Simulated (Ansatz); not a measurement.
```yaml
crystal:
  periodic: [false, false, false]
  atoms:
    - {symbol: W, position_ang: [-0.329189, -2.134604, 0.238939]}
    - {symbol: W, position_ang: [1.134186, 1.593003, -0.946625]}
    - {symbol: W, position_ang: [-1.100313, 0.689777, 0.811723]}
    - {symbol: S, position_ang: [1.447581, 1.002787, -2.964197]}
    - {symbol: S, position_ang: [-0.114674, -3.002213, -1.689380]}
    - {symbol: S, position_ang: [-1.188232, 1.357562, 2.809975]}
    - {symbol: S, position_ang: [1.075472, -0.244652, 0.560130]}
    - {symbol: S, position_ang: [-2.429082, -1.159415, 0.438174]}
    - {symbol: S, position_ang: [-0.040502, -3.575904, 1.772510]}
    - {symbol: S, position_ang: [2.562612, 3.040719, -0.333327]}
    - {symbol: S, position_ang: [-1.017847, 2.432939, -0.697923]}
basis:
  gaussian: {orbitals: def2-TZVP}
total_charge: 1
magnetization: {spin_polarized: true, initial_magnetization: 1}
hamiltonian: {xc: pbe0, dispersion: d4}
scf: {omitted_lower_state_checks: [starts]}
output: {orbitals: {seedname: orbitals}}
```

```sh
$ ansatz run in.yaml --threads 4 --pin off --events-out ev --progress --plain --max-ram 6963MiB
```

Task: Does this run fit into the memory that it is given?

Result: No. It has 416 basis functions, and Ansatz plans for 7.37 GiB where 6.79 GiB are given.
